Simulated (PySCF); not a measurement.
Deuteron quadrupole couplings in `C=C1CCC[C@@H](B(C)C)C1`

Compound: C₉H₁₇B.
Structure used (PBE0-D3(BJ)/def2-SVP), in Å, numbered top down from 1:
```xyz
27
C9H17B angstrom
C     -2.604    1.906   -0.309
C     -1.903    0.768   -0.345
C     -2.486   -0.568    0.023
C     -1.657   -1.250    1.113
C     -0.187   -1.336    0.714
C      0.400    0.037    0.386
B      1.902    0.078   -0.117
C      2.743    1.386    0.102
C      2.530   -1.178   -0.827
C     -0.446    0.723   -0.717
H     -2.150    2.866   -0.571
H     -3.659    1.913   -0.021
H     -2.483   -1.214   -0.875
H     -3.536   -0.458    0.334
H     -2.061   -2.254    1.323
H     -1.747   -0.670    2.048
H      0.394   -1.818    1.518
H     -0.092   -1.996   -0.167
H      0.310    0.682    1.282
H      3.334    1.192    1.021
H      3.481    1.587   -0.689
H      2.150    2.292    0.301
H      3.552   -1.036   -1.207
H      2.532   -2.038   -0.133
H      1.886   -1.496   -1.666
H     -0.076    1.739   -0.925
H     -0.341    0.146   -1.657
```

Level: PBE0/pcSseg-1 (PySCF, non-relativistic); Q(2H) = 0.00286 b; rigid geometry, the same for H and D, with no vibrational averaging.

Question: Rank these positions by the coupling χzz of a deuteron there, largest first.
A. H27 (methylene hydrogen)
B. H21 (methyl hydrogen)
C. H11 (vinylic hydrogen)
D. H17 (methylene hydrogen)

Answer: C (206 kHz), B (201 kHz), D (193 kHz), A (187 kHz).

Tabulate Vzz, the asymmetry η and χzz = 234.96 MHz × Q × Vzz for every hydrogen position.

```tsv
atom	bonded to	bond length (Å)	Vzz (au)	η	χzz (kHz)
H11	C1	1.094	0.3071	0.07	206
H12	C1	1.094	0.3071	0.07	206
H13	C3	1.107	0.2796	0.01	188
H14	C3	1.101	0.2893	0.03	194
H15	C4	1.102	0.2878	0.02	193
H16	C4	1.104	0.2824	0.02	190
H17	C5	1.103	0.2878	0.02	193
H18	C5	1.105	0.2815	0.01	189
H19	C6	1.107	0.2798	0.04	188
H20	C8	1.109	0.2879	0.01	193
H21	C8	1.101	0.2987	0.03	201
H22	C8	1.101	0.2984	0.02	201
H23	C9	1.100	0.2998	0.02	201
H24	C9	1.105	0.2938	0.02	197
H25	C9	1.105	0.2940	0.02	198
H26	C10	1.101	0.2874	0.04	193
H27	C10	1.108	0.2780	0.02	187
```

How does χzz go with the bond length over the 17 C–H bonds?

A straight-line fit has a slope of -12.1 kHz for each 0.01 Å, with a correlation coefficient of -0.84, over lengths from 1.094 to 1.109 Å. The longer bonds have the smaller couplings here.

A static deuteron (I = 1) shows a doublet split by (3/2)χ, (3/4)χ(1 + η) and (3/4)χ(1 − η) with the field along z, y and x of the gradient. What are these for H22?

With |χ| = 200.6 kHz and η = 0.024: 301, 154 and 147 kHz, to first order and without motion.

Geometry: PBE0-D3(BJ)/def2-SVP, one conformer, isolated molecule. The small basis limits the accuracy of the gradients.

These values come from a run that also computed NMR shieldings. Time: 2.0 min of wall time; peak memory 1.1 GiB. Hardware: an Arm Neoverse N1 with one thread, shared host with 64 logical CPUs at a one-minute load of 56.
